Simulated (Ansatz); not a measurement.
C3H9O2, charge +1, singlet, geometry from GFN2-xTB; PBE/6-31G* run with Ansatz (a quantum-chemistry and plane-wave program).

Ansatz was given this input:
Ansatz 0.2 input:
```yaml
crystal:
  periodic: [false, false, false]
  atoms:
    - {symbol: C, position_ang: [1.90256653, 0.13273951, 0.22931323]}
    - {symbol: C, position_ang: [0.49582885, 0.33006446, -0.30342228]}
    - {symbol: O, position_ang: [-0.31372959, 1.12733899, 0.57664253]}
    - {symbol: C, position_ang: [-0.28997026, -0.99773531, -0.37170092]}
    - {symbol: O, position_ang: [-1.68739764, -0.60981735, -0.24032343]}
    - {symbol: H, position_ang: [2.44780409, 1.07243547, 0.22405553]}
    - {symbol: H, position_ang: [1.87290621, -0.24272709, 1.24880984]}
    - {symbol: H, position_ang: [2.43889837, -0.57506465, -0.39490858]}
    - {symbol: H, position_ang: [0.52050449, 0.79741032, -1.29492390]}
    - {symbol: H, position_ang: [-0.08468147, 2.06137258, 0.51216333]}
    - {symbol: H, position_ang: [-0.15407281, -1.50754515, -1.32500202]}
    - {symbol: H, position_ang: [0.00636017, -1.65370747, 0.44833871]}
    - {symbol: H, position_ang: [-1.50165895, 0.33613819, 0.23410841]}
    - {symbol: H, position_ang: [-2.18759284, -1.21889740, 0.33166565]}
basis:
  gaussian:
    orbitals: 6-31G*
hamiltonian:
  xc: pbe
total_charge: 1
accuracy: high
```

Write the output that Ansatz gives for this input, abridged.


```
Functional definition: PBE
2262 factors; integrals over basis functions are off by at most 3.1e-9 eV
mean field evaluation 1: about -7318.0046 eV, gradient 9.1e1 eV
mean field evaluation 2: about -7295.8293 eV, gradient 1.4e2 eV
mean field evaluation 4: about -7334.8005 eV, gradient 8.8e0 eV
mean field evaluation 8: about -7334.9348 eV, gradient 8.5e-1 eV
mean field evaluation 16: about -7334.9361 eV, gradient 3.9e-5 eV
mean field -7334.93611500 eV, -269.5539304280 hartree, gradient 6.7e-8 eV, S^2 0.000000; 0 other end points of the search recorded, 0 dependent functions left out
reference -7334.93611740 eV, -269.5539305161 hartree; 21, 21 occupied and 72, 72 virtual orbitals, 2262 factors
Total energy: -7334.93611740 eV, -269.5539305161 hartree
```
